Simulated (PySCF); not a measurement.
A structure optimised at B3LYP-D3(BJ)/def2-TZVP, used in a PySCF frequency run:

```
B
I 1 1.9744
I 1 1.9744 2 180.00
```
Charge +1, spin multiplicity 1.

Question: Write its SMILES, formula and point group.

Answer: I[B+]I, BI2, D∞h

Question: What are its rotational constants (standard atomic weights)?

Answer: 0.51079 GHz (linear rotor, B only)
